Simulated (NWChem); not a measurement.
System: CH$_{3}$AlCl, doublet; SMILES [CH3][Al][Cl]

Here is an NWChem input.

```
start job
memory heap 200 mb stack 900 mb global 1100 mb
geometry units angstroms noautosym nocenter noautoz
  Al     0.707129     0.486531    -0.005178
  C     -0.452602     2.099825    -0.006854
  H     -1.080781     2.096369     0.893099
  H     -1.113982     2.071554    -0.882132
  H      0.126722     3.027724    -0.029868
  Cl    -0.304577    -1.410566     0.004501
end
basis spherical
  * library iglo-ii
end
dft
  odft
  mult 2
  xc xcamb88 1.00 lyp 0.81 vwn_5 0.19 hfexch 1.00
  cam 0.33 cam_alpha 0.19 cam_beta 0.46
  iterations 150
end
property
  hyperfine
end
task dft property
```

All runs use the structure optimised with B3LYP/6-31G* (spherical d), spin-unrestricted. The spin multiplicity was typed, not searched, and may not be the lowest. No stability test was run on the SCF state.

Fermi-contact couplings, non-relativistic, static geometry.

Atoms are numbered as in the input.

Problem. What results follow from this input? (CAM-B3LYP/IGLO-II, spin-unrestricted, contact and dipolar terms.) Quantities: A(iso) 27Al atom 1 (MHz); A(iso) 13C atom 2 (MHz); A(iso) 1H atom 3 (MHz); A(iso) 1H atom 4 (MHz); A(iso) 1H atom 5 (MHz); A(iso) 35Cl atom 6 (MHz); <S²>.

Solution. 
```
Quantity                  Value
------------------------  -----
A(iso) 27Al atom 1 (MHz)   1031
A(iso) 13C atom 2 (MHz)     132
A(iso) 1H atom 3 (MHz)      2.8
A(iso) 1H atom 4 (MHz)      3.6
A(iso) 1H atom 5 (MHz)    -10.6
A(iso) 35Cl atom 6 (MHz)   30.2
<S²>                      0.753
```
